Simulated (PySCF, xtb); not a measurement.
**Relaxing a trial structure of FN2Si−**

The starting geometry of this gas-phase singlet has its atoms placed at random.

```xyz
4

F    -0.2682   -1.0287   -0.7765
N     0.8300    0.3488    1.0812
N    -0.0295   -1.2964    0.6861
Si    1.2357   -0.8822   -0.8366
```

Task: Guess where an optimisation with r2SCAN-D4/def2-SVPD ends from this start.

Result: It ends as a structure given below by its coordinates. Distances that change by over a tenth: F1–N3 (1.51 → 2.75 Å), F1–Si4 (1.51 → 1.74 Å). Contacts that close: N2–N3 (1.90 → 1.23 Å), N2–Si4 (2.31 → 1.91 Å).

The energy falls by 9.80 eV over 24 steps:

| step | E − E(last) (eV) |
| --- | --- |
| 1 | 9.802 |
| 4 | 3.667 |
| 6 | 1.542 |
| 9 | 0.476 |
| 11 | 0.043 |
| 14 | 0.000 |
| 16 | 0.000 |
| 19 | 0.000 |
| 21 | 0.000 |
| 24 | 0.000 |

Final geometry (Å):

```yaml
atoms:
  - { symbol: F, position_ang: [-0.1242, -0.9037, -1.3690] }
  - { symbol: N, position_ang: [0.6436, 0.0877, 1.0825] }
  - { symbol: N, position_ang: [0.4174, -1.0988, 1.3249] }
  - { symbol: Si, position_ang: [1.2970, -0.9728, -0.3697] }
```

From the same start GFN2-xTB reaches the same bonding as this run.

From so rough a start the end depends on the optimiser's path, so another program may land elsewhere. The end wasn't checked by frequencies. Run with PySCF 2.14.0, 67 s on 2 threads of AMD EPYC 9R45 96-Core Processor (Zen 5), on a shared host.
